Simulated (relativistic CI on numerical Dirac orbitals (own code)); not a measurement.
**What each ingredient does to the levels of Cr XXIII**

Base calculation: Dirac-Coulomb-Breit CI, orbitals from a KLI potential per configuration, model QED, unscaled Slater integrals.

CI space: 1s2, 1s 2s, 1s 2p, 1s 3s, 1s 3p, 1s 3d, 1s 4s, 1s 4p, 1s 4d, 1s 4f, 1s 5s, 1s 5p, 1s 5d, 1s 5f, 1s 5g, 1s 6s, 1s 6p, 1s 6d. Levels of other configurations are missing.

Variants: (1) P86 correlation estimate. Shifts of the energy above 1s2 1S_0, in eV, for the lowest level and the first level of each name with at least 55 % of one term (blank where a level changes its place among those of its configuration and J or its character, or is not in the variant):

```tsv
Level	Base	Δ(1)
1s2 1S_0	0.00	0.00
1s 2s 3S_1	5625.53	+1.37
1s 2p 3P°_0	5651.87	+1.66
1s 2p 3P°_1	5653.55	+1.66
1s 2s 1S_0	5654.20	+1.37
1s 2p 3P°_2	5663.74	+1.66
1s 2p 1P°_1	5681.16	+1.66
1s 3s 3S_1	6663.95	+1.56
1s 3p 3P°_0	6671.22	+1.53
1s 3s 1S_0	6671.61	+1.56
1s 3p 3P°_1	6671.72	+1.53
1s 3p 3P°_2	6674.75	+1.53
1s 3d 3D_2	6678.64	+1.47
1s 3d 3D_1	6678.68	+1.47
1s 3p 1P°_1	6679.55	+1.53
1s 3d 3D_3	6679.82	+1.47
1s 3d 1D_2	6680.07	+1.47
1s 4s 3S_1	7023.37	+1.70
1s 4p 3P°_0	7026.37	+1.70
1s 4s 1S_0	7026.52	+1.70
1s 4p 3P°_1	7026.58	+1.70
1s 4p 3P°_2	7027.86	+1.70
```

At this charge energies of transitions that change n are usually good to better than 1 %, and those within a shell (Δn = 0) to a few per cent.

Ionisation energy from the two ground configurations alone: base 7480.35 eV; P86 correlation estimate 7482.58 eV. The NIST ASD value (theoretical) is 7481.86 eV.

LS names give the leading component of a level, which can be under half, so a name can repeat, a term be missing and a line seem to break the LS rules.
